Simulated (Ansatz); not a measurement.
Start from `CS[SiH3]` and change one atom or group to get `CC[SiH2]SC`.

Ansatz, PBE0-D4/def2-TZVP geometries, multiplicity 1. Each molecule was computed in one conformer, which needn't be the lowest.

```csv
property,`CS[SiH3]`
HOMO energy (PBE0/def2-TZVPP) / eV,-6.95
HOMO energy (ωB97M-V/def2-TZVPP) / eV,-9.14
HOMO energy (PBE/def2-TZVPP) / eV,-5.75
LUMO energy (PBE0/def2-TZVPP) / eV,0.16
LUMO energy (PBE/def2-TZVPP) / eV,-0.71
size of the dipole moment (PBE/def2-TZVPP) / D,1.38
```

**Question.** What does the change do to each property? (Estimate.)

**Answer.** Computed: 
| property | `CC[SiH2]SC` | shift |
| --- | --- | --- |
| HOMO energy (PBE0/def2-TZVPP) / eV | -6.77 | 0.18 |
| HOMO energy (ωB97M-V/def2-TZVPP) / eV | -8.97 | 0.17 |
| HOMO energy (PBE/def2-TZVPP) / eV | -5.58 | 0.17 |
| LUMO energy (PBE0/def2-TZVPP) / eV | 0.48 | 0.32 |
| LUMO energy (PBE/def2-TZVPP) / eV | -0.42 | 0.29 |
| size of the dipole moment (PBE/def2-TZVPP) / D | 1.87 | 0.49 |

With PBE0 the HOMO rises by 0.18 eV and the LUMO rises by 0.32 eV, so the gap widens by about 0.14 eV. PBE moves the HOMO by 0.17 eV and ωB97M-V by 0.17 eV. Dipoles are sizes alone; their direction can turn.
